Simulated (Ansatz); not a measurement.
System: CH$_{4}$ClSi, charge 0, doublet. CH4ClSi (SMILES C[SiH]Cl, doublet).
B3LYP-D3(BJ)/def2-TZVP minimum from Ansatz (a first-principles code):
```
C
H 1 1.0901
H 1 1.0919 2 108.64
H 1 1.0932 2 108.51 3 -117.92
Si 1 1.8743 2 111.10 4 -120.97
H 5 1.4883 1 111.44 2 179.44
Cl 5 2.0791 6 106.91 1 119.35
```
Charge 0, spin multiplicity 2.

Total energies in hartree (Ansatz). Radicals and triplets start from unrestricted determinants; spin-orbit coupling is neglected. Correlated methods leave the cores frozen. No relativity. Where a partner has so few electrons that a lower coupled-cluster level is exact, that level stands in.

```csv
species,HF/cc-pV(T+d)Z,CCSD(T)/cc-pV(T+d)Z,HF/cc-pV(Q+d)Z,CCSD(T)/cc-pV(Q+d)Z,CCSD(T)/cc-pV(D+d)Z,CCSDT(Q)/cc-pV(D+d)Z
"1: CH4ClSi (SMILES C[SiH]Cl, doublet)",-788.70426,-789.23743,-788.71376,-789.28427,-789.08035,-789.08216
2: Si (triplet),-288.85649,-288.93344,-288.85845,-288.93781,-288.91643,-288.91690
3: C (triplet),-37.69157,-37.78076,-37.69331,-37.78654,-37.76038,-37.76071
4: Cl (doublet),-459.48556,-459.67356,-459.48916,-459.69449,-459.60403,-459.60445
5: H (doublet),-0.49981,-0.49981,-0.49995,-0.49995,-0.49928,-0.49928
```

Problem. Work out the atomisation energy (electronic, to ground-state atoms) in kcal/mol: take Hartree-Fock from cc-pV(Q+d)Z, extrapolate the CCSD(T) correlation energy as X^-3 (X = 3, 4), and add CCSDT(Q) - CCSD(T) in cc-pV(D+d)Z. 1 hartree = 627.51 kcal/mol.

Solution. 
Species 1: correlation (64·(-0.57051) - 27·(-0.53317))/37 = -0.59776; step -0.00181; E1 = -788.71376 + (-0.59776) + (-0.00181) = -789.31333
Species 2: correlation (64·(-0.07936) - 27·(-0.07695))/37 = -0.08112; step -0.00047; E2 = -288.85845 + (-0.08112) + (-0.00047) = -288.94004
Species 3: correlation (64·(-0.09323) - 27·(-0.08919))/37 = -0.09618; step -0.00033; E3 = -37.69331 + (-0.09618) + (-0.00033) = -37.78982
Species 4: correlation (64·(-0.20533) - 27·(-0.18800))/37 = -0.21798; step -0.00042; E4 = -459.48916 + (-0.21798) + (-0.00042) = -459.70756
Species 5: correlation (64·(0.00000) - 27·(0.00000))/37 = 0.00000; step +0.00000; E5 = -0.49995 + (0.00000) + (+0.00000) = -0.49995
-1·E1 +1·E2 +1·E3 +1·E4 +4·E5 = 0.87611 hartree = 549.8 kcal/mol.
